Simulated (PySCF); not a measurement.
Working out the ionisation energy of Br²⁺

Br²⁺ [Ar] 3d10 4s2 4p3 (4S) → Br³⁺ [Ar] 3d10 4s2 4p2 (3P). Calculation: PySCF 2.14, in 6-31G*; the non-relativistic Hamiltonian (point nucleus). Frozen: [Ar] 3d10. Energies in hartree (1 hartree = 27.21139 eV):

| part | Br²⁺ (lower) | Br³⁺ (upper) |
| --- | --- | --- |
| UHF | -2570.945459 | -2569.668453 |
| CCSD correlation | -0.073612 | -0.063227 |
| (T) | -0.000620 | -0.000569 |

Q: What does Hartree-Fock give?

A: (-2569.668453) − (-2570.945459) = 1.277006 hartree = 34.749 eV.

Q: What do CCSD and CCSD(T) give?

A: The CCSD correlation energies differ by 0.010385 hartree = 0.283 eV and the triples by 0.000051 hartree = 0.001 eV, so CCSD gives 35.032 eV and CCSD(T) 35.033 eV.

Reference: 34.871 ± 0.019 eV (measured; NIST Atomic Spectra Database, ionization energies), between the lowest levels; spin-orbit coupling is absent from the calculation.

The calculation is non-relativistic.

What remains against the reference includes basis incompleteness, the frozen core and higher excitations.
